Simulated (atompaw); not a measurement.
Building the PAW (atompaw) potential for Os (Z = 76) (PBE, scalar-relativistic).

```
Element                 : Os
Generator               : atompaw 4.2.0.5
Type                    : PAW
Functional              : PBE
Relativity              : scalar-relativistic
Frozen core             : [Kr] 4d10
Valence charge          : 30
Reference configuration : 4f14 5s2 5p6 5d5 6s0 6p0 (charge +3)
Partial waves           : 5s (bound): rc 1.25 bohr; 6s (bound, empty): rc 2.50 bohr; 5p (bound): rc 1.30 bohr; 6p (bound, empty): rc 2.15 bohr; 5d (bound): rc 2.50 bohr; 5d channel at -2.2 Ry: rc 2.50 bohr; 4f (bound): rc 0.65 bohr; 4f channel at -3.05 Ry: rc 0.65 bohr
Local potential         : bessel scheme, radius 2.00 bohr
Core correction         : smooth core density matched at 2.15 bohr
Augmentation charge     : besselshape compensation charge, radius 2.50 bohr; PAW radius 2.50 bohr; waves and projectors: custom rrkj vanderbiltortho
```

All-electron outer shells of the reference configuration (PBE, scalar-relativistic, ld1.x):

```csv
shell,level (eV),outermost node (bohr),outermost maximum (bohr)
4p,-502.59,0.23,0.42
4d,-303.76,0.21,0.44
5s,-122.23,0.51,0.91
4f,-82.85,–,0.40
5p,-81.28,0.55,1.03
5d,-34.98,0.60,1.33
6s,-30.44,1.19,2.24
6p,-22.07,1.39,2.70
```

Q: Does the potential have ghost states?

A: No extra level below or beside the all-electron valence levels (s, p, d, f tested).

Q: Is the overlap operator S = 1 + Σ q|β⟩⟨β| positive definite (Bessel basis up to 400 Ry)?

A: Yes: its lowest eigenvalue is 0.33 (s channel).
